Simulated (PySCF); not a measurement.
# Computed properties of B(H)(Me)(SH) (CH₅BS), SMILES CBS

B(H)(Me)(SH) (CH5BS), SMILES CBS. Coordinates come from a PBE0-D3(BJ)/def2-TZVP optimisation. The values are those of a single conformer. All values are computed for the isolated molecule unless a solvent is named; none is compared with measurement here.

**Structure.** The optimised structure has Cs symmetry. All 18 harmonic modes at PBE0-D3(BJ)/def2-TZVP (PySCF) are real, so it is a minimum. With heavy atoms numbered as in [BH:1]([CH3:3])[SH:7], the shortest bond between them is B1–C3 at 1.558 Å and the longest B1–S7 at 1.782 Å.

**Vibrations.** The strongest infrared lines (harmonic, unscaled, degenerate partners summed) lie at 1167 cm⁻¹ (152 km/mol, H 50 %, B 45 %), 2628 cm⁻¹ (100 km/mol, H 91 %, B 9 %), 1326 cm⁻¹ (62 km/mol, H 72 %, C 25 %). The softest mode is at 123 cm⁻¹ and the zero-point energy is 37.0 kcal/mol.

**Electronic structure.** r2SCAN/def2-TZVPD (PySCF) places the frontier levels at -7.20 and -1.41 eV, a gap of 5.79 eV, and gives a dipole moment of 0.54 D and a mean polarisability of 50.9 bohr³.

**Excitations.** TDA-B3LYP/def2-SVPD (PySCF) has S1 at 6.30 eV (197 nm, f = 0.000, dark); the most intense of the 10 singlets computed lies at 6.57 eV (f = 0.23). T1 (TDA) is at 4.98 eV, 1.32 eV under S1. No vertical singlet excitation falls in the visible range (under 3.1 eV).

**NMR.** GIAO shifts at PBE0/pcSseg-2 (PySCF) (non-relativistic, atoms alike by connectivity averaged): ¹³C at 12.9 ppm against TMS; ¹H from 1.1 to 7.5 ppm against TMS; ¹¹B at 64.7 ppm against BF3.
